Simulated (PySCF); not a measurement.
Several molecules and their computed UV-vis stick spectra, shuffled. Theory: PySCF 2.14.0, density-fitted response routines, TDDFT B3LYP/def2-SVPD, vertical, gas phase, core orbitals frozen in the response. Geometries: GFN2-xTB; one conformer of each isolated species. Triplets are in the Tamm–Dancoff approximation.

A. `CS[C@H]1C[Si@H](Cl)C1`
B. `C=CSCC[SiH2]Cl`
C. `C(/SC[SiH3])(Cl)=C/C`
D. `CS[Si]1(Cl)CCC1`

Lowest singlet levels (six at most, fewer where fewer were computed) with oscillator strengths:

1. 5.25 eV (f 0.000); 5.31 eV (f 0.000); 5.47 eV (f 0.028); 5.63 eV (f 0.012); 5.84 eV (f 0.013); 6.25 eV (f 0.009); T1 4.97 eV
2. 4.43 eV (f 0.005); 5.20 eV (f 0.192); 5.32 eV (f 0.012); 5.62 eV (f 0.008); 5.83 eV (f 0.011); 5.93 eV (f 0.000); T1 3.62 eV
3. 5.15 eV (f 0.007); 6.14 eV (f 0.037); 6.27 eV (f 0.010); 6.40 eV (f 0.002); 6.55 eV (f 0.007); 6.60 eV (f 0.097); T1 4.85 eV
4. 5.17 eV (f 0.002); 5.36 eV (f 0.018); 5.64 eV (f 0.239); 5.74 eV (f 0.025); 6.14 eV (f 0.014); 6.35 eV (f 0.015); T1 3.94 eV

Problem. Which spectrum belongs to which structure?

Solution. 1 = A, 2 = C, 3 = D, 4 = B.
- A: S1 at 5.25 eV, HOMO→LUMO (94%); Löwdin shares by element: HOMO sulfur 69%, carbon 16% or more (atoms not listed hold the other 15%); LUMO silicon 23%, chlorine 21%, sulfur 10%, carbon 8% or more (atoms not listed hold the other 39%); HOMO -6.13 and LUMO -0.07 eV; point group Cs, 2 of its 6 listed states under f = 0.0005.
- B: S1 at 5.17 eV, HOMO→LUMO+2 (90%); Löwdin shares by element: HOMO sulfur 47%, carbon 43% or more; LUMO carbon 51% or more, sulfur 11%, silicon 8% (atoms not listed hold the other 30%); HOMO -6.14 and LUMO -0.17 eV.
- C: S1 at 4.43 eV, HOMO→LUMO (82%), HOMO→LUMO+1 (15%); Löwdin shares by element: HOMO carbon 42% or more, sulfur 40% (atoms not listed hold the other 17%); LUMO carbon 24% or more, sulfur 22%, chlorine 19% (atoms not listed hold the other 35%); HOMO -5.94 and LUMO -0.49 eV.
- D: S1 at 5.15 eV, HOMO→LUMO (97%); Löwdin shares by element: HOMO sulfur 66%, carbon 16% or more, silicon 8%; LUMO sulfur 32%, silicon 18%, chlorine 18%, carbon 11% or more (atoms not listed hold the other 20%); HOMO -6.72 and LUMO -0.44 eV.
A and B have S1 within 0.08 eV of each other; their strongest listed levels stand at 5.47 eV (f 0.028) and 5.64 eV (f 0.239).
A and D have S1 within 0.10 eV of each other; their strongest listed levels stand at 5.47 eV (f 0.028) and 6.60 eV (f 0.097).
B and D have S1 within 0.03 eV of each other; their strongest listed levels stand at 5.64 eV (f 0.239) and 6.60 eV (f 0.097).
